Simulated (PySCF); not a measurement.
C2H9NSi. Atoms are numbered in the order given.

```xyz
13

Si     0.5617    -0.3801     0.6056
C      1.7039     0.7669    -0.3530
N     -0.9372    -0.6085    -0.2461
C     -1.8646     0.4548    -0.5836
H      1.1551    -1.7428     0.7466
H      0.4038     0.1943     1.9862
H      1.2648     1.7723    -0.4599
H      1.9019     0.3710    -1.3615
H      2.6651     0.8815     0.1743
H     -1.3834    -1.5149    -0.1437
H     -2.5789     0.7098     0.2262
H     -1.3104     1.3770    -0.8237
H     -2.4570     0.2019    -1.4803
```
Charge 0, spin multiplicity 1.

Geometry: B3LYP-D3(BJ)/def2-SVP. Other conformers were not sampled.

All values below come from PBE/pcSseg-1 (PySCF).

GIAO shieldings, no solvent; atoms listed in one row are averaged. δ = σ(ref) − σ: ²⁹Si against TMS (σ = 335.4 ppm); ¹³C against TMS (σ = 182.0 ppm); ¹⁵N against NH3 (σ = 267.0 ppm); ¹H against TMS (σ = 31.49 ppm), references at their B3LYP-D3(BJ)/def2-TZVP geometries, non-relativistic.

Computed chemical shifts:
```
nucleus          atoms  count  δ (ppm)
-------  -------------  -----  -------
²⁹Si               Si1      1    -31.6
¹³C                 C4      1     33.9
¹³C                 C2      1     -3.0
¹⁵N                 N3      1     23.9
¹H                  H6      1     5.35
¹H                  H5      1     4.92
¹H       H11, H12, H13      3     2.94
¹H          H7, H8, H9      3     0.53
¹H                 H10      1     0.16
```
